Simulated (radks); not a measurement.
Results of a calculation; reference values are marked as such.
Task: The iron ion Fe2+, configuration [Ne] 3s1 3p6 3d6 4f1 (not the ground configuration). Code: a radial shooting solver on a logarithmic mesh with Libxc functionals. Model: Dirac Kohn-Sham, LDA (Slater exchange, Perdew-Wang correlation), spin-unpolarised, spherical densities, point nucleus; open shells fill j = l - 1/2 first.

Spin-orbit splittings of the eigenvalues, e(l+1/2) - e(l-1/2), with zeta = 2 splitting/(2l+1) and mean radii in bohr:

| shell | occ. | splitting (eV) | zeta (eV) | <r> j=l-1/2 | <r> j=l+1/2 |
|---|---|---|---|---|---|
| 2p | 6 | 12.48 | 8.317 | 0.2335 | 0.2366 |
| 3p | 6 | 1.604 | 1.069 | 0.8370 | 0.8458 |
| 3d | 6 | 0.1824 | 0.07296 | 0.9774 | 0.9809 |
| 4p | 0 | 0.1745 | 0.1163 | 2.648 | 2.669 |
| 4d | 0 | 0.01471 | 0.005883 | 3.918 | 3.925 |
| 4f | 1 | ? | ? | 5.809 | 5.809 |
| 5f | 0 | 0.00007840 | 0.00002240 | 10.24 | 10.24 |

Estimate the 4f splitting.

Result: 0.0001224 eV (zeta = 0.00003496 eV).
